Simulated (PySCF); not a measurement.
Species: C₅H₁₀O₂Si.
Cartesian coordinates in Å at the GFN2-xTB level; atoms count from 1:
```xyz
18
C5H10O2Si angstrom
C     -2.0463    0.9569   -0.1531
C     -2.1599   -0.5355   -0.1925
C     -0.8206    0.1177   -0.3512
C      0.2080    0.0098    0.7484
C      1.0860   -1.2519    0.5692
O      2.2537   -0.8724   -0.0982
Si     2.5036    0.7464   -0.0025
O      1.0786    1.1127    0.7149
H     -2.1678    1.4534    0.7972
H     -2.4173    1.5254   -0.9916
H     -2.3639   -1.0559    0.7312
H     -2.6110   -0.9970   -1.0575
H     -0.3684    0.1177   -1.3358
H     -0.2857    0.0042    1.7267
H      1.3536   -1.6745    1.5432
H      0.5696   -2.0123   -0.0214
H      2.6153    1.2592   -1.3579
H      3.5637    1.1024    0.9250
```

Computed with TDDFT CAM-B3LYP/def2-SVPD, vertical, gas phase, core orbitals frozen in the response (PySCF 2.14.0, density-fitted response routines).

Kohn–Sham orbitals with the atoms that hold most of them (Löwdin shares over 4%, at most four atoms; ? is withheld):

```csv
orbital,ε (eV),atoms
HOMO-3,-10.27,"C2 28%, C3 19%, C1 14%, O8 6%"
HOMO-2,-9.86,"O6 22%, C1 19%, C3 13%, C5 8%"
HOMO-1,-9.41,?
HOMO,-9.33,?
LUMO,1.26,"Si7 32%, O6 15%, H18 10%, H17 10%"
LUMO+1,1.32,"Si7 32%, O8 12%, H17 9%, H18 8%"
LUMO+2,1.69,"H11 18%, C2 15%, Si7 12%, H14 8%"
```

(1) Give the leading atoms of the HOMO-1.

(2) Give the leading atoms of the HOMO.

(3) The HOMO–LUMO gap is 10.60 eV. Where does the response calculation put the lowest singlet, and from which orbitals?

## Answers

(1) O8 (bonded to C and Si) 42%; C3 (bonded to 3 C and H) 12%; C4 (bonded to 2 C, O and H) 10%; C2 (bonded to 2 C and 2 H) 9%. By element: oxygen 42% or more, carbon 30% or more.

(2) O6 (bonded to C and Si) 32%; C5 (bonded to C, O and 2 H) 12%; C3 (bonded to 3 C and H) 11%; C1 (bonded to 2 C and 2 H) 9%. By element: oxygen 32% or more, carbon 32% or more.

(3) S1 is at 7.18 eV (f = 0.0014), 3.41 eV below the gap, made of HOMO→LUMO (41%), HOMO-1→LUMO+1 (12%), HOMO-1→LUMO (12%). Without the coupling terms of the response equations the lowest excitation would equal the gap.

Next come S2 at 7.48 eV (f 0.0006), HOMO→LUMO (30%), HOMO-1→LUMO (26%), HOMO-1→LUMO+1 (23%); S3 at 7.64 eV (f 0.031), HOMO→LUMO+1 (57%), HOMO-1→LUMO+1 (11%); S4 at 7.72 eV (f 0.0063), HOMO-1→LUMO (38%), HOMO-1→LUMO+1 (33%); S5 at 8.17 eV (f 0.0018), HOMO-2→LUMO (21%), HOMO-2→LUMO+1 (20%), HOMO→LUMO+3 (16%).

One conformer stands for the species.
